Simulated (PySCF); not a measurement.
## A small calculation by hand: chemical shift, span and skew from a shielding tensor

C2H3F3O, SMILES COC(F)(F)F. Atoms are numbered in the order given.

```xyz
9

C     -0.0264     1.9368     0.0000
O     -0.7551     0.7218     0.0000
C     -0.0341    -0.4006     0.0000
F      0.7616    -0.4951     1.0727
F     -0.8599    -1.4284     0.0000
F      0.7616    -0.4951    -1.0727
H      0.6020     2.0180    -0.8999
H      0.6020     2.0180     0.8999
H     -0.7706     2.7408     0.0000
```
Charge 0, spin multiplicity 1.

Geometry optimised at PBE0-D3(BJ)/def2-SVP.

GIAO shieldings from PySCF with PBE/pcSseg-1, non-relativistic, no solvent. The symmetric part of the tensor of F4 has the principal values 154.4, 233.2, 352.6 ppm. The same nucleus in CFCl3 has σ = 133.6 ppm at this level (PySCF, at its B3LYP-D3(BJ)/def2-TZVP geometry).

Question: Work out the isotropic shielding, the ¹⁹F shift against CFCl3, the span and the skew.

Answer: 
σ(iso) = (σ11 + σ22 + σ33)/3 = 246.7 ppm. δ = σ(ref) − σ(iso) = 133.6 − (246.7) = -113.1 ppm.
Span Ω = σ33 − σ11 = 198.2 ppm. Skew κ = 3(σ(iso) − σ22)/Ω = 0.20. Tumbling in solution averages the tensor to δ; in a static solid the shielding alone would spread this spin-1/2 line over Ω.
